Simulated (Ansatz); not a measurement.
Ansatz (an electronic-structure program) input:

Ansatz 0.2 input:
```yaml
crystal:
  periodic: [false, false, false]
  atoms:
    - {symbol: C, position_ang: [1.19436928, -1.23983869, -0.97687783]}
    - {symbol: C, position_ang: [0.58112338, -0.55800534, 0.24969902]}
    - {symbol: C, position_ang: [1.55742289, 0.49355212, 0.81896708]}
    - {symbol: C, position_ang: [-0.77412000, 0.04194168, -0.00392411]}
    - {symbol: C, position_ang: [-1.02123302, 0.86804050, -1.22081127]}
    - {symbol: C, position_ang: [-1.68395622, 0.23910443, 1.16070965]}
    - {symbol: H, position_ang: [0.50762633, -1.97018125, -1.40839570]}
    - {symbol: H, position_ang: [1.44782799, -0.51488814, -1.75304410]}
    - {symbol: H, position_ang: [2.11489701, -1.75906943, -0.70303334]}
    - {symbol: H, position_ang: [0.45273997, -1.32445898, 1.02296041]}
    - {symbol: H, position_ang: [1.16263693, 0.95126654, 1.72737877]}
    - {symbol: H, position_ang: [1.73612518, 1.28745749, 0.09009843]}
    - {symbol: H, position_ang: [2.52059447, 0.03819742, 1.06128102]}
    - {symbol: H, position_ang: [-0.56456956, 0.44442501, -2.11636509]}
    - {symbol: H, position_ang: [-2.09149749, 0.98108493, -1.40894526]}
    - {symbol: H, position_ang: [-0.61661704, 1.88815525, -1.11352669]}
    - {symbol: H, position_ang: [-2.73251754, 0.26636642, 0.85163169]}
    - {symbol: H, position_ang: [-1.49254926, 1.19409493, 1.67774703]}
    - {symbol: H, position_ang: [-1.56633489, -0.55121822, 1.90563779]}
basis:
  gaussian:
    orbitals: def2-TZVPD
hamiltonian:
  xc: {name: revPBE}
magnetization: {spin_polarized: true, initial_magnetization: 1}
output: {forces: true}
```

What final total energy does it print?

-236.42250 Eh (revPBE/def2-TZVPD). The basis has 339 functions.

It need not be the lowest isomer of its formula.
